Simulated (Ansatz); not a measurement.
Consider the atomization: `C=C[SiH](Cl)C=C` → 4 C• + Cl• + 7 H• + Si•.

Isolated molecules relaxed with PBE0-D4/def2-TZVP in Ansatz; ΔE leaves out vibrations. CBS: MP2 limit from def2 TZ/QZ plus the TZ coupled-cluster correction, frozen cores. This one scheme is used for every species, atoms too. DFT in def2-TZVPP. No spin–orbit coupling; open shells (•) take unrestricted orbitals. Spin–orbit coupling would lower the free atoms: a little for C, Cl, Si. One conformer a species, not always the lowest.

| level | ΔE (kcal/mol) |
| --- | --- |
| B2PLYP | 1228.5 |
| SCS-MP2/def2-TZVPP | 1223.0 |
| MP2/def2-QZVPP | 1248.5 |
| HF/CBS(def2) | 936.7 |

What does CCSD(T)/CBS give? (Best estimate.)

Ansatz gave: +1241.1 kcal/mol. The listed levels differ from it by -12.6, -18.1, 7.4, -304.4 kcal/mol.

Largest T1 diagnostic among the species: 0.012.

The D4 term adds +12.6 kcal/mol with B3LYP and +6.7 kcal/mol with PBE0; it sums over pairs of atoms, weighted by their polarisabilities, and B3LYP, whose exchange is more repulsive, gets the larger term. In def2-TZVPP, CCSD(T) changes the Hartree–Fock value by +275.7 kcal/mol (the triples alone add +18.8 kcal/mol) and MP2 by +295.5 kcal/mol; breaking electron pairs costs correlation energy, which Hartree–Fock lacks.

B3LYP here is the variant with VWN-RPA as its local correlation; programs differ in this.

For atomizations the MP2-based limit and the directly extrapolated one differ by several kJ/mol either way, and by 10 to 25 for some Ge, Se and Sn compounds, so smaller differences from it don't rank the levels.
